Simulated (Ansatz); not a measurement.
Breaking the Ga1–H2 bond in GaH3O (SMILES [OH][GaH2]) (multiplicity 1 held, fragments rigid). Energies count from the point at 1.556 Å.
Geometry at that point (charge 0, multiplicity 1):
```
atom    x (Å)    y (Å)    z (Å)
----  -------  -------  -------
Ga    -0.2252  -0.2844   0.0258
H      0.0603  -1.2972   1.1723
H     -1.3595  -0.3087  -1.0529
O      0.9382   1.0873  -0.0240
H      0.7756   1.7230  -0.7275
```

Restricted levels (R-, RO-) in cc, def2 and unpolarised 6-31G sets keep to the state of the molecule at rest. U- levels take the lowest unrestricted solution at each point, which mixes spins at long bonds. Levels need not reach the same state.

Run with Ansatz (Gaussian orbitals). Each number belongs to the level named beside it.

Q: One of these levels gives 65.03 kcal/mol for the energy at R = 4.980 Å. Which one is it?
A) U-HF/cc-pVTZ
B) R-r2SCAN/cc-pVTZ
C) U-PBE/cc-pVTZ
D) R-wB97X-V/cc-pVTZ

A: A, U-HF/cc-pVTZ. The others give 81.05 (U-PBE/cc-pVTZ), 117.08 (R-r2SCAN/cc-pVTZ), 147.61 (R-wB97X-V/cc-pVTZ)

Doubts at one or more of the structures used: a spin-contaminated determinant (U-HF/cc-pVTZ, U-PBE/cc-pVTZ); a restricted determinant that unrestricted orbitals would lower (R-r2SCAN/cc-pVTZ, R-wB97X-V/cc-pVTZ).

Ansatz is a first-principles code.
